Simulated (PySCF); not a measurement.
Sb(Me)2 (C₂H₆Sb), SMILES [CH3][Sb+][CH3] (connectivity only; charge and spin as stated), charge +1, multiplicity 1. Atoms are numbered in the order given.

```xyz
9

Sb     0.0000     0.0000     0.3982
C      1.5845     0.0096    -1.0429
H      1.6733    -1.0357    -1.4015
H      2.5374     0.3129    -0.5887
H      1.3234     0.6403    -1.9074
C     -1.5845    -0.0096    -1.0429
H     -1.3234    -0.6403    -1.9074
H     -1.6733     1.0357    -1.4015
H     -2.5374    -0.3129    -0.5887
```
Charge +1, spin multiplicity 1.

Geometry: B3LYP-D3(BJ)/def2-SVP. The spin state was assumed, not searched. The isomer is the one that the SMILES or the coordinates give; other isomers of the formula were not compared. The def2 effective core potentials stand for the cores of Sb; spin–orbit coupling is left out.

Method: B3LYP-D3(BJ)/def2-SVP (PySCF).

Frequencies are harmonic and unscaled.

| mode | ν (cm⁻¹) | IR (km/mol) | Raman (Å⁴/amu) | depolarisation | moving atoms (share of kinetic energy) |
|---|---|---|---|---|---|
| 1 | 62 | 0.6 | 0.0 | – | H 93 % |
| 2 | 82 | 0.5 | 1.1 | 0.66 | H 98 % |
| 3 | 188 | 0.4 | 4.6 | 0.73 | C 57 %, H 34 %, Sb 9 % |
| 4 | 513 | 14.1 | 13.9 | 0.75 | C 63 %, H 26 %, Sb 10 % |
| 5 | 522 | 6.8 | 31.9 | 0.13 | C 71 %, H 19 %, Sb 9 % |
| 6 | 596 | 1.6 | 4.5 | 0.75 | H 78 %, C 20 % |
| 7 | 644 | 0.1 | 4.1 | 0.25 | H 83 %, C 16 % |
| 8 | 750 | 3.5 | 0.4 | 0.75 | H 87 %, C 13 % |
| 9 | 852 | 22.5 | 3.0 | 0.64 | H 79 %, C 20 % |
| 10 | 1215 | 5.8 | 0.5 | 0.75 | H 85 %, C 15 % |
| 11 | 1227 | 11.6 | 1.8 | 0.20 | H 85 %, C 15 % |
| 12 | 1378 | 9.9 | 6.8 | 0.75 | H 95 % |
| 13 | 1379 | 8.9 | 24.9 | 0.73 | H 95 % |
| 14 | 1404 | 5.2 | 18.9 | 0.69 | H 94 % |
| 15 | 1406 | 46.4 | 0.2 | 0.75 | H 95 % |
| 16 | 2996 | 32.0 | 29.5 | 0.75 | H 97 % |
| 17 | 3001 | 15.1 | 287.8 | 0.01 | H 97 % |
| 18 | 3103 | 0.0 | 76.7 | 0.37 | H 92 %, C 8 % |
| 19 | 3106 | 5.0 | 61.3 | 0.75 | H 92 %, C 8 % |
| 20 | 3176 | 13.8 | 127.5 | 0.69 | H 90 %, C 10 % |
| 21 | 3177 | 3.6 | 33.1 | 0.75 | H 90 %, C 10 % |
